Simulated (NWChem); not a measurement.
System: Si$_{2}$H$_{4}$SCl$_{2}$; SMILES Cl[SiH2]S[SiH2]Cl

Here is an NWChem input.

```
start job
memory heap 200 mb stack 900 mb global 1100 mb
geometry units angstroms noautoz
  Si    -0.894966    -1.738434    -0.363549
  Cl     0.638798    -3.068898    -0.805129
  S     -0.325599    -0.259084     1.092259
  Si     0.774678     1.158214    -0.096280
  Cl    -0.458283     2.455808    -1.151652
  H     -1.284178    -1.092230    -1.635404
  H     -2.000402    -2.500597     0.250755
  H      1.616262     0.458987    -1.091006
  H      1.566430     1.955782     0.861473
end
basis spherical
  * library 6-31g*
end
dft
  xc hcth407
  iterations 150
  mulliken
end
task dft energy
```

Geometry: optimised at B3LYP/6-31G* (spherical d).

Give the results of this calculation. (HCTH/407/6-31G* (spherical d).) Quantities: energy (Ha); highest occupied level (eV); orbital gap (eV); dipole (D).

The energy (Ha) comes out as -1900.27, the highest occupied level (eV) comes out as -7.11 and the orbital gap (eV) is 5.49. The dipole (D) is 0.08.
